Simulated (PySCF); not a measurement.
Molecule: SMILES Fc1ccncc1, C$_{5}$H$_{4}$FN.

Cartesian coordinates in Å; atom numbers follow the order of the lines, from 1:
```xyz
11

F    -0.405    2.145    0.267
C    -0.273    0.839    0.085
C    -1.404    0.045   -0.049
C    -1.203   -1.321   -0.242
N    -0.003   -1.894   -0.303
C     1.061   -1.107   -0.171
C     0.993    0.272    0.026
H    -2.401    0.486   -0.002
H    -2.069   -1.983   -0.352
H     2.041   -1.597   -0.224
H     1.887    0.889    0.131
```

Geometry PBE0-D3(BJ)/def2-SVP throughout; GIAO in PySCF 2.14.0 with density-fitted response routines, gas phase, one conformer, non-relativistic; equivalent atoms averaged; basis pcSseg-1.

For orientation, mPW1PW91 gives these absolute shieldings σ: F1 277.5, C2 7.3, C4/C6 25.4, C3/C7 67.5, N5 -86.7, H9/H10 22.59, H8/H11 24.36 ppm.

A run gave: F1 280.5, C2 -5.0, C4/C6 14.5, C3/C7 56.1, N5 -97.5, H9/H10 23.11, H8/H11 24.84 ppm (absolute shieldings σ).

Task: Which functional was used in that run?
A. WP04
B. PBE0
C. BLYP
D. B97-D

Result: A. C4/C6 tells them apart best: WP04 gives 14.5, PBE0 gives 26.3, BLYP gives 19.6, B97-D gives 28.5 ppm.
